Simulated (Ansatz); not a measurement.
The Ge1–Br3 bond of BrFGe (SMILES [F][Ge][Br]) is stretched (multiplicity 1, the rest rigid).
Geometry at rest (charge 0, multiplicity 1):
```
atom    x (Å)    y (Å)    z (Å)
----  -------  -------  -------
Ge     0.5401  -0.4560   0.8125
F      1.4905  -1.3280  -0.3878
Br    -0.8771   0.7584  -0.6431
```

Correlated levels freeze the cores. Filled d and f shells under p-block atoms count as core.

The values were computed with Ansatz (Gaussian orbitals). 

FIC-MRCISD+Q on CASSCF(6,4)/cc-pVTZ, total energies (hartree):

| R (Å) | CASSCF | MRCISD | weight c² of the reference |
|---|---|---|---|
| 2.367 | -4747.448445 | -4747.899922 | 0.89200 |
| 4.142 | -4747.337503 | -4747.782637 | 0.88864 |
| 7.574 | -4747.325281 | -4747.767107 | 0.88974 |

**Question.** Add the Davidson correction (E_MRCISD − E_CASSCF)(1 − c²)/c² and give the energies above the first point at the three levels.

**Answer.** 
Corrections (hartree): -0.054662, -0.055785, -0.054752. Above the first point (kcal/mol):
- R = 4.142 Å: CASSCF 69.6, MRCISD 73.6, with the correction 72.9
- R = 7.574 Å: CASSCF 77.3, MRCISD 83.3, with the correction 83.3

Doubts at one or more of the structures used: active orbitals that take no part (FIC-MRCISD+Q on CASSCF(6,4)/cc-pVTZ).

Ansatz is a program for electronic structure.
